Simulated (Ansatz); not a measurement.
Abridged output of a molecular run in Ansatz:

```
Functional definition: HF
1743 factors; integrals over basis functions are off by at most 1.1e-3 eV
mean field evaluation 1: about -24198.3922 eV, gradient 5.6e1 eV
mean field evaluation 2: about -24198.6668 eV, gradient 5.7e1 eV
mean field evaluation 4: about -24204.7141 eV, gradient 3.7e0 eV
mean field evaluation 8: about -24204.7924 eV, gradient 2.9e-1 eV
mean field evaluation 16: about -24204.7926 eV, gradient 1.7e-6 eV
mean field -24204.79259959 eV, -889.5097214373 hartree, gradient 1.7e-6 eV, S^2 0.000000; 0 other end points of the search recorded, 0 dependent functions left out
14 core orbitals not correlated: weight in the atoms' cores, before any rotation towards them, 1.000 or more for the frozen orbitals, at most 0.000 for the correlated occupied ones
reference -24204.79259959 eV, -889.5097214373 hartree; 19, 19 occupied and 259, 259 virtual orbitals, 1743 factors
second order -31.66863409 eV of doubles, -0.00000000 eV of singles
cycle   1  -31.87037485 eV  change   -2.0e-1 eV  update   1.1e-1
cycle   2  -32.53582157 eV  change   -6.7e-1 eV  update   3.4e-2
cycle   3  -32.69845724 eV  change   -1.6e-1 eV  update   1.8e-2
cycle   4  -32.68111386 eV  change    1.7e-2 eV  update   4.1e-3
cycle   5  -32.67803852 eV  change    3.1e-3 eV  update   1.9e-3
cycle   6  -32.67934184 eV  change   -1.3e-3 eV  update   6.3e-4
cycle   7  -32.67906408 eV  change    2.8e-4 eV  update   2.2e-4
cycle   8  -32.67891244 eV  change    1.5e-4 eV  update   7.1e-5
cycle   9  -32.67893513 eV  change   -2.3e-5 eV  update   2.8e-5
perturbative correction -1.09124635 eV, -0.0401025635 hartree
Total energy: -24238.56278107 eV, -890.7507527164 hartree
```

Its atoms:

Cartesian coordinates in Å:
```
N -1.134 1.181 1.160
Si 0.096 0.012 1.317
F -0.190 -1.114 2.432
Si 0.275 -1.018 -0.780
N 0.965 0.111 -1.846
F -1.231 -1.453 -1.174
H -2.008 0.951 0.715
H -1.241 1.933 1.821
H 1.313 0.725 1.779
H 1.083 -2.258 -0.868
H 0.706 1.084 -1.825
H 1.364 -0.154 -2.732
```

Task: Which basis set was used?
A. cc-pV(Q+d)Z
B. def2-SVP
C. def2-TZVPP
D. def2-TZVPPD

Result: C. It gives 292 functions.

Task: Write the keys of the input that set method, charge and spin (a neutral closed shell needs none for the last two).

Result: 
```yaml
correlation: {method: ccsd_t}
```
